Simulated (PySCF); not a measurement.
H₃O₃Si, SMILES O[Si](O)O (connectivity only; charge and spin as stated), charge +1, multiplicity 1.

Geometry optimised at r2SCAN-D4/def2-SVP. The spin state was assumed, not searched. The isomer is the one that the SMILES or the coordinates give; other isomers of the formula were not compared. One conformer was computed; it need not be the lowest.

Level of theory: PBE/def2-TZVPD in PySCF.

Symmetry labels are those of the subgroup Cs that the program uses (full group Cs).

Task: List the valence orbital energies around the gap with their symmetry. (The exact figures need the calculation; the answer reports its results.)

Result: 
| orbital | symmetry | energy (eV) |
|---|---|---|
| HOMO−7 | A' | -20.47 |
| HOMO−6 | A' | -19.60 |
| HOMO−5 | A' | -16.31 |
| HOMO−4 | A" | -16.07 |
| HOMO−3 | A' | -15.52 |
| HOMO−2 | A" | -14.89 |
| HOMO−1 | A' | -14.83 |
| HOMO | A" | -14.69 |
| LUMO | A' | -8.15 |
| LUMO+1 | A" | -6.92 |
| LUMO+2 | A' | -4.97 |
| LUMO+3 | A' | -4.87 |
